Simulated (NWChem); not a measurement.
Species: Zn cation, doublet

Results from NWChem. Spin-unrestricted. No stability test was run on the SCF state. Fermi-contact couplings, non-relativistic, static geometry.

### Question
Estimate the computed values for PBE0/def2-TZVP. Quantities: <S²>.

### Answer
* **<S²>**: 0.751
